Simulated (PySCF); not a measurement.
1-ethenylcyclopropan-1-amine (C₅H₉N), SMILES C1(C=C)(CC1)N.

Geometry: PBE0-D3(BJ)/def2-SVP. Other conformers were not sampled.

Method: TDA-PBE/def2-SVPD run with PySCF 2.14.0.

Vertical excitations. Isolated molecule, no solvent.

Computed excitation energies, oscillator strengths and character:
```csv
state,energy (eV),λ (nm),f,main pairs
S1,4.97,249,0.048,"HOMO→LUMO 83 %, HOMO−1→LUMO 15 %"
S2,5.33,233,0.036,HOMO→LUMO+1 98 %
S3,5.97,208,0.002,HOMO→LUMO+2 99 %
S4,6.10,203,0.004,HOMO→LUMO+3 98 %
S5,6.13,202,0.010,HOMO−1→LUMO+1 98 %
S6,6.28,197,0.009,HOMO→LUMO+4 97 %
S7,6.78,183,0.071,"HOMO−1→LUMO+2 40 %, HOMO→LUMO+5 31 %, HOMO−1→LUMO 12 %, HOMO−2→LUMO 6 %"
S8,6.79,183,0.021,"HOMO−1→LUMO+2 55 %, HOMO→LUMO+5 37 %"
S9,6.83,181,0.128,"HOMO→LUMO+5 31 %, HOMO−1→LUMO+3 23 %, HOMO−1→LUMO 18 %, HOMO−2→LUMO 15 %"
S10,6.93,179,0.030,"HOMO→LUMO+6 80 %, HOMO−1→LUMO+3 13 %"
T1,4.22,294,0,"HOMO→LUMO 69 %, HOMO−1→LUMO 29 %"
T2,4.98,249,0,"HOMO−1→LUMO 68 %, HOMO→LUMO 31 %"
T3,5.17,240,0,HOMO→LUMO+1 99 %
T4,5.86,212,0,HOMO→LUMO+2 96 %
```
Triplets are in the Tamm–Dancoff approximation.
